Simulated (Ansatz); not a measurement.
Consider the formal exchange of groups at a C–C bond: `CC(O)(F)CO` + `CN[SiH3]` → `OCCN[SiH3]` + `CC(O)F`.

Computed with Ansatz on PBE0-D4/def2-TZVP structures; ΔE is electronic, products minus reactants. CBS: MP2 limit from def2 TZ/QZ plus the TZ coupled-cluster correction, frozen cores. Functionals use def2-TZVPP. B3LYP here is the variant with VWN-RPA as its local correlation; programs differ in this. Each species was taken in one conformer, which may not be the lowest.

Q: Is it downhill or uphill in electronic energy at CCSD(T)/CBS, and by how much? (An estimate is asked.)

A: Ansatz gave: Uphill: ΔE = +2.6 kcal/mol.

Q: What do these levels give: PBE0-D4, B3LYP-D4, ωB97X-V, MP2/def2-TZVPP, CCSD(T)/def2-TZVPP, MP2/CBS(def2)? (An estimate is asked.)

A: The calculation gave: PBE0-D4 2.1, B3LYP-D4 1.9, ωB97X-V 2.8, MP2/def2-TZVPP 2.4, CCSD(T)/def2-TZVPP 2.7, MP2/CBS(def2) 2.3 kcal/mol.

Largest T1 diagnostic among the species: 0.011.
